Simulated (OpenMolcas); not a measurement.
## 2s² 2p² along the 6-electron sequence

```yaml
Program: OpenMolcas
Method: XMS-CASPT2, IPEA 0.25 Eh, imaginary shift 0.1 Eh
Basis: ANO-RCC-VTZP
Scalar_Hamiltonian: DKH2, point nucleus
Spin-orbit_coupling: state interaction with AMFI integrals over the reference wave functions, term energies averaged over their components
```

Active space for each ion: 4 electrons in 4 orbitals (2s 2p); closed shells correlated by CASPT2: 1s.

Computed levels in cm-1 above ³P₀:

```tsv
Level	N+	O2+	F3+	Ne4+
³P₁	44.2	106	223	400
³P₂	131	312	653	1152
¹D₂	16700	20700	25750	30680
¹S₀	33700	44540	54230	64200
weight of ³P in the lowest level (%)	100	100	100	100
```

Measured, with the error of the calculation in %. Measured levels: N+ from NIST Handbook of Basic Atomic Spectroscopic Data; O2+ from Moore, Selected Tables of Atomic Spectra, NSRDS-NBS 3, section 11; F3+ from Moore, Atomic Energy Levels, vol. I, NSRDS-NBS 35 (1971 reprint of NBS Circular 467, 1949); Ne4+ from NIST levels in Podobedova, Fuhr, Reader and Wiese, J. Phys. Chem. Ref. Data 33, 525 (2004).

| Level | N+ | O2+ | F3+ | Ne4+ |
| --- | --- | --- | --- | --- |
| ³P₁ | 48.7 (-9.2) | 113 (-6.5) | 225 (-0.8) | 412 (-3.1) |
| ³P₂ | 131 (+0.4) |  | 613 (+6.4) | 1110 (+3.8) |
| ¹D₂ | 15316 (+9.0) | 20273 (+2.1) | 25241 (+2.0) | 30292 (+1.3) |
| ¹S₀ | 32689 (+3.1) | 43186 (+3.1) | 53544 (+1.3) | 63914 (+0.4) |

The fine-structure level ³P₂ changes by a factor of 8.79 from N+ to Ne4+. Its fourth root runs 3.38, 4.20, 5.06, 5.83, with steps per unit of Z of 0.82, 0.85, 0.77; equal steps would mean a (Z - σ)^4 law with constant σ.

¹D₂ changes by a factor of 1.84 over the same range, with steps per unit of Z of +4000, +5050, +4930 cm-1.

Term energies are means over components that CASPT2 splits; among the terms shown or strongly mixed into the levels shown the widest spread is 250 cm-1 (2s² 2p² ¹D, N+). Over all roots computed the reference weight is 0.92 to 0.99 in N+, 0.94 to 0.99 in O2+; the roots of lowest weight are the least certain, and an intruder state may touch them. Measured partners are found by configuration, term and J. A level has none where our copy of the source lacks it or the pairing is in doubt (some pairs that miss far off the trend of their configuration count as doubtful), and it then counts in no deviation. Levels of configurations outside the active space are missing.
